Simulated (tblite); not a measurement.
Cl2Sr (SMILES [Cl][Sr][Cl]), singlet, geometry from GFN2-xTB (such geometries of metal compounds can be far from the true shape); GFN1-xTB (tblite 0.6.0).

Here is a job for tblite.
```
$ tblite run mol.xyz --method gfn1 --charge 0 --spin 0 --json tblite.json --no-restart

# file mol.xyz
3

Sr     0.29122395    -0.61094818     0.12088586
Cl     1.08031446     1.07365832    -1.54654975
Cl    -1.73128564     0.29199055     1.27633429
```

The log (banner, timings and long lists left out):

```
xTB calculator
 | screened Coulomb repulsion
 | Coulomb electrostatics
 |  * isotropic Klopman-Ohno-Mataga-Nishimoto electrostatics
 |  * onsite third-order electrostatics
 | DFT-D3(BJ) dispersion correction

halogen bonding energy    0.0000000000000E+00 Eh
repulsion energy          1.4657988827126E-02 Eh
dispersion energy        -8.5744793288801E-04 Eh
number of electrons       1.6000000000000E+01 e
integral cutoff           4.0000000000000E+01 bohr

------------------------------------------------------------
  cycle        total energy    energy error   density error
------------------------------------------------------------
      1     -9.082369452334  -9.0961700E+00   7.4885629E-01
      2     -9.176522413036  -9.4152961E-02   3.9954494E-01
      3     -9.124261826846   5.2260586E-02   2.7279078E-01
      4     -70.81584885976  -6.1691587E+01   4.4483928E+00
      5     -9.173775289670   6.1642074E+01   1.6842908E-01
      6     -9.194131369221  -2.0356080E-02   9.5950766E-02
      7     -9.197220992205  -3.0896230E-03   7.1747002E-02
      8     -9.199522445808  -2.3014536E-03   5.0135850E-02
      9     -9.201617690249  -2.0952444E-03   1.5046383E-02
     10     -9.201752876481  -1.3518623E-04   9.4209309E-03
     11     -9.201797980125  -4.5103644E-05   7.0544443E-03
     12     -9.201838193449  -4.0213324E-05   3.8820143E-03
     13     -9.201852932279  -1.4738830E-05   1.5336259E-03
     14     -9.201855575302  -2.6430228E-06   2.6321197E-04
     15     -9.201855655425  -8.0123019E-08   1.7541318E-06
------------------------------------------------------------

electronic energy        -9.2156561963189E+00 Eh
total energy             -9.2018556554247E+00 Eh

Post processing:
 | Mayer-Wiberg bond orders

[Info] JSON dump of results written to 'tblite.json'
```
